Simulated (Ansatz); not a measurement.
```xyz
22

Fe    0.0000    0.0000    0.0000
O     0.0000    0.0000    1.6300
N     0.0000    0.0000   -2.0500
H     0.1863   -0.9315   -2.4200
H    -0.8999    0.3044   -2.4200
H     0.7136    0.6271   -2.4200
N     2.0500    0.0000    0.0000
H     2.4200   -0.9315    0.1863
H     2.4200    0.3044   -0.8999
H     2.4200    0.6271    0.7136
N    -2.0500    0.0000    0.0000
H    -2.4200    0.9315   -0.1863
H    -2.4200   -0.6271   -0.7136
H    -2.4200   -0.3044    0.8999
N     0.0000    2.0500    0.0000
H     0.9074    2.4200   -0.2813
H    -0.6973    2.4200   -0.6452
H    -0.2101    2.4200    0.9265
N     0.0000   -2.0500    0.0000
H    -0.9074   -2.4200    0.2813
H     0.2101   -2.4200   -0.9265
H     0.6973   -2.4200    0.6452
```

Basis set: def2-SVP on H, N, O; pcseg-2 on Fe. Charge 2. Computed with Ansatz (development build ahead of 0.2.0); the lowest solution found for each multiplicity.

(1) How do the multiplicities compare at this shape? Give, from the lowest of each method, PBE0 (unrestricted) for 3, 5; PBE0 (restricted) for 3, 5; HF (unrestricted) for 3, 5; HF (restricted) for 3, 5.

Answers

(1)

```tsv
method	multiplicity	E (eV)	<S²>
PBE0, unrestricted	3	0.000	2.02
PBE0, unrestricted	5	0.406	6.05
PBE0, restricted	3	0.000	2.00
PBE0, restricted	5	0.519	6.00
HF, unrestricted	3	1.230	3.11
HF, unrestricted	5	0.000	6.94
HF, restricted	3	0.484	2.00
HF, restricted	5	0.000	6.00
```

Caution for HF, unrestricted: the unrestricted determinant is a mixture of spin states. Caution for HF, restricted: an unrestricted determinant lies well below.
